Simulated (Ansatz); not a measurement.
Reactions of BF₂H₄NSi (`FB(F)N[SiH3]`).

Program: Ansatz. Geometries: PBE0-D4/def2-TZVP. ΔE: electronic, gas phase. CBS: MP2 limit from def2 TZ/QZ plus the TZ coupled-cluster correction, frozen cores. This one scheme is used for every species. DFT in def2-TZVPP. Elements past krypton have def2 core potentials. For Sn outer-core shells are correlated without core-valence functions, which leaves a few kJ/mol of doubt a bond. Each species was taken in one conformer, which may not be the lowest.

```tsv
reaction	ωB97M-V (kJ/mol)	PBE-D4 (kJ/mol)	CCSD(T)/CBS(def2) (kJ/mol)
`FB(F)N[SiH3]` + `[SnH4]` → `F[B](F)[SnH3]` + `N[SiH3]`	128	117	123
`FB(F)N[SiH3]` + `NC=O` → `O=CN[SiH3]` + `NB(F)F`	-7	-7	-9
`FB(F)N[SiH3]` + `C=C[SiH](F)OC` → `C=C[SiH](F)O[SiH3]` + `CNB(F)F`	-80	-77	-83
`FB(F)N[SiH3]` + H₂ → SiH₄ + `NB(F)F`	21	16	23
```

Largest T1 diagnostic: 0.016, for `NC=O`.
